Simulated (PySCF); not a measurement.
A structure optimised at ωB97X-D3(BJ)/def2-SVP, used in a PySCF frequency run:

```
O
Si 1 1.6578
Si 1 1.6626 2 142.29
H 2 1.4875 1 108.43 3 180.00
H 2 1.4922 4 109.47 1 -120.42
H 2 1.4922 4 109.47 5 -119.15
H 3 1.4937 1 109.72 2 -59.13
H 3 1.4937 7 107.80 1 -119.44
C 3 1.8619 7 111.13 8 -122.01
C 9 1.3380 3 121.69 7 -119.97
H 10 1.0963 9 121.01 3 0.00
H 10 1.0967 11 116.79 9 -180.00
H 9 1.0987 10 118.73 11 -180.00
```

Task: Write its SMILES, formula and point group.

Result: C=C[SiH2]O[SiH3], C2H8OSi2, Cs

Task: What are its rotational constants (standard atomic weights)?

Result: 6.9150, 1.5174, 1.2816 GHz
